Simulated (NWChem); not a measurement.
System: CH₃FSe; SMILES C[Se]F

Input file for NWChem:

```
start job
memory heap 200 mb stack 900 mb global 1100 mb
geometry units angstroms noautosym nocenter noautoz
  Se     0.432114     0.026460     0.000000
  F     -0.715052     1.378015     0.000000
  C     -0.902338    -1.355835     0.000000
  H     -0.353028    -2.310330     0.000000
  H     -1.521877    -1.293327    -0.904301
  H     -1.521877    -1.293327     0.904301
end
basis spherical
  * library pcsseg-1
end
dft
  xc kt2
  iterations 150
end
property
  shielding 5 1 2 3 4 5
  efieldgrad
end
task dft property
```

Excerpt of the output:

```
             Northwest Computational Chemistry Package (NWChem) 7.3.0
             --------------------------------------------------------

                             Geometry "geometry" -> ""
                             -------------------------

 Output coordinates in angstroms (scale by  1.889725989 to convert to a.u.)

  No.       Tag          Charge          X              Y              Z
 ---- ---------------- ---------- -------------- -------------- --------------
    1 Se                  34.0000     0.43211400     0.02646000     0.00000000
    2 F                    9.0000    -0.71505200     1.37801500     0.00000000
    3 C                    6.0000    -0.90233800    -1.35583500     0.00000000
    4 H                    1.0000    -0.35302800    -2.31033000     0.00000000
    5 H                    1.0000    -1.52187700    -1.29332700    -0.90430100
    6 H                    1.0000    -1.52187700    -1.29332700     0.90430100

 Effective nuclear repulsion energy (a.u.)     193.5853517726

                              NWChem Property Module
                              ----------------------

  itol2e modified to match energy
  convergence criterion.

                                 NWChem DFT Module
                                 -----------------

 Summary of "ao basis" -> "ao basis" (spherical)
 ------------------------------------------------------------------------------
       Tag                 Description            Shells   Functions and Types
 ---------------- ------------------------------  ------  ---------------------
 Se                         pcsseg-1                15       41   5s7p3d
 F                          pcsseg-1                 7       17   3s3p1d
 C                          pcsseg-1                 7       17   3s3p1d
 H                          pcsseg-1                 3        5   2s1p

  itol2e modified to match energy
  convergence criterion.

            General Information
            -------------------
          SCF calculation type: DFT
          Wavefunction type:  closed shell.
          No. of atoms     :     6
          No. of electrons :    52
           Alpha electrons :    26
            Beta electrons :    26
          Charge           :     0
          Spin multiplicity:     1
          Use of symmetry is: off; symmetry adaption is: off
          Maximum number of iterations: 150
          AO basis - number of functions:    90
                     number of shells:    38
          Convergence on energy requested:  1.00D-07
          Convergence on density requested:  1.00D-05
          Convergence on gradient requested:  5.00D-04

              XC Information
              --------------
                          KT2 Method XC Functional
                        Slater Exchange Functional  1.072 local
                           KT1 gradient correction  1.000 non-local
            Perdew 1991 LDA Correlation Functional  0.577 local

             Grid Information
             ----------------
          Grid used for XC integration:  fine
          Radial quadrature: Mura-Knowles
          Angular quadrature: Lebedev.
          Tag              B.-S. Rad. Rad. Pts. Rad. Cut. Ang. Pts.
          ---              ---------- --------- --------- ---------
          Se                  1.15      140           9.0       974
          F                   0.50       70          10.0       590
          C                   0.70       70           8.0       590
          H                   0.35       60           9.0       590
          Grid pruning is: on
          Number of quadrature shells:   460
          Spatial weights used:  Erf1

      Superposition of Atomic Density Guess
      -------------------------------------

 Sum of atomic energies:       -2538.04362038

      Non-variational initial energy
      ------------------------------

 Total energy =   -2538.837104
 1-e energy   =   -3920.586776
 2-e energy   =    1188.164321
 HOMO         =      -0.234604
 LUMO         =      -0.061237

   convergence    iter        energy       DeltaE   RMS-Dens  Diis-err
 ---------------- ----- ----------------- --------- --------- ---------
 d= 0,ls=0.0,diis     1  -2552.2504976979 -2.75D+03  1.40D-02  3.03D+00
 d= 0,ls=0.0,diis     2  -2552.1072288588  1.43D-01  1.40D-02  2.29D+00
 d= 0,ls=0.0,diis     3  -2552.1654025044 -5.82D-02  6.16D-03  1.70D+00
 d= 0,ls=0.0,diis     4  -2552.3110335255 -1.46D-01  1.57D-03  2.66D-02
 d= 0,ls=0.0,diis     5  -2552.3124902128 -1.46D-03  5.87D-04  4.14D-03
  Resetting Diis
 d= 0,ls=0.0,diis     6  -2552.3127785421 -2.88D-04  1.49D-04  3.43D-04
 d= 0,ls=0.0,diis     7  -2552.3128133482 -3.48D-05  1.40D-04  6.01D-05
 d= 0,ls=0.0,diis     8  -2552.3127924933  2.09D-05  9.25D-05  2.50D-04
 d= 0,ls=0.0,diis     9  -2552.3128205246 -2.80D-05  1.08D-05  2.94D-06
 d= 0,ls=0.0,diis    10  -2552.3128207888 -2.64D-07  2.79D-06  1.70D-07
 d= 0,ls=0.0,diis    11  -2552.3128208073 -1.85D-08  4.46D-07  4.86D-09

         Total DFT energy =    -2552.312820807339
      One electron energy =    -3924.651289748956
           Coulomb energy =     1294.477298882282
    Exchange-Corr. energy =     -115.724181713230
 Nuclear repulsion energy =      193.585351772564

[...]

          -----------------------------------------
          Chemical Shielding Tensors (GIAO, in ppm)
          -----------------------------------------

                                NWChem CPHF Module
                                ------------------

  scftype          =     RHF
  nclosed          =       26
  nopen            =        0
  variables        =     1664
  # of vectors     =        3
  tolerance        = 0.10D-03
  level shift      = 0.00D+00
  max iterations   =       50
  max subspace     =       30

 SCF residual:    8.8342802886739917E-006

Iterative solution of linear equations
  No. of variables     1664
  No. of equations        3
  Maximum subspace       30
        Iterations       50
       Convergence  1.0D-04

   iter   nsub   residual    time
   ----  ------  --------  ---------
     1      3    1.49D-05      38.3

      Atom:    1  Se
        Diamagnetic
   3002.6073     -1.2760     -0.0000
     -1.2760   3005.1462     -0.0000
     -0.0000     -0.0000   2988.8077

        Paramagnetic
  -4645.8957  -2305.6701     -0.0000
  -2305.6701  -2478.5738     -0.0000
     -0.0000     -0.0000  -2872.5048

        Total Shielding Tensor
  -1643.2885  -2306.9461     -0.0000
  -2306.9461    526.5724     -0.0000
     -0.0000     -0.0000    116.3029

           isotropic =    -333.4710
          anisotropy =   -4161.3227

          Principal Components and Axis System
                 1           2           3
            -3107.6862   1990.9702    116.3029

      1         0.8443     -0.5359     -0.0000
      2         0.5359      0.8443     -0.0000
      3         0.0000      0.0000      1.0000

      Atom:    2  F
        Diamagnetic
    476.8916    -15.7099      0.0000
    -15.7099    483.3746     -0.0000
      0.0000     -0.0000    462.8790

        Paramagnetic
    308.5969    346.8002      0.0000
    346.8002    193.0631      0.0000
      0.0000      0.0000    -87.8076

        Total Shielding Tensor
    785.4884    331.0903      0.0000
    331.0903    676.4377      0.0000
      0.0000      0.0000    375.0714

           isotropic =     612.3325
          anisotropy =     681.2709

          Principal Components and Axis System
                 1           2           3
             1066.5131    395.4130    375.0714

      1         0.7624     -0.6471     -0.0000
      2         0.6471      0.7624      0.0000
      3         0.0000     -0.0000      1.0000

      Atom:    3  C
        Diamagnetic
    251.4759      9.3352     -0.0000
      9.3352    256.3260     -0.0000
     -0.0000     -0.0000    242.9941

        Paramagnetic
    -85.4349    -11.5878     -0.0000
    -11.5878    -89.1737     -0.0000
     -0.0000     -0.0000   -121.6694

        Total Shielding Tensor
    166.0410     -2.2527     -0.0000
     -2.2527    167.1523     -0.0000
     -0.0000     -0.0000    121.3247

           isotropic =     151.5060
          anisotropy =      26.1162

          Principal Components and Axis System
                 1           2           3
              168.9168    164.2765    121.3247

      1        -0.6167      0.7872      0.0000
      2         0.7872      0.6167      0.0000
      3        -0.0000     -0.0000      1.0000

      Atom:    4  H
        Diamagnetic
     25.4707     -2.7700      0.0000
     -2.7700     40.5300     -0.0000
      0.0000     -0.0000     21.3397

        Paramagnetic
      0.0294     -0.1366      0.0000
     -0.1366     -4.9863     -0.0000
      0.0000     -0.0000      4.5476

        Total Shielding Tensor
     25.5002     -2.9066      0.0000
     -2.9066     35.5437     -0.0000
      0.0000     -0.0000     25.8873

           isotropic =      28.9770
          anisotropy =      11.0208

          Principal Components and Axis System
                 1           2           3
               36.3242     25.8873     24.7196

      1        -0.2593      0.0000      0.9658
      2         0.9658      0.0000      0.2593
      3        -0.0000      1.0000     -0.0000

      Atom:    5  H
        Diamagnetic
     30.0992      3.8462      8.7719
      3.8462     25.1128      1.5501
      8.7719      1.5501     30.5185

        Paramagnetic
     -2.4842     -1.0922     -4.7133
     -1.0922      0.2712     -0.9448
     -4.7133     -0.9448     -1.8001

        Total Shielding Tensor
     27.6150      2.7541      4.0586
      2.7541     25.3840      0.6053
      4.0586      0.6053     28.7184

           isotropic =      27.2392
          anisotropy =       8.5961

          Principal Components and Axis System
                 1           2           3
               32.9699     26.0104     22.7372

      1         0.6691     -0.3009     -0.6795
      2         0.2973     -0.7296      0.6158
      3         0.6811      0.6141      0.3988
```

Level: KT2/pcSseg-1, GIAO. The geometry was optimised at PBE0/def2-SVP. NWChem prints the field gradient with the sign opposite to the second derivative of the potential. The printed shielding anisotropy is the first printed principal value minus the mean of the other two.
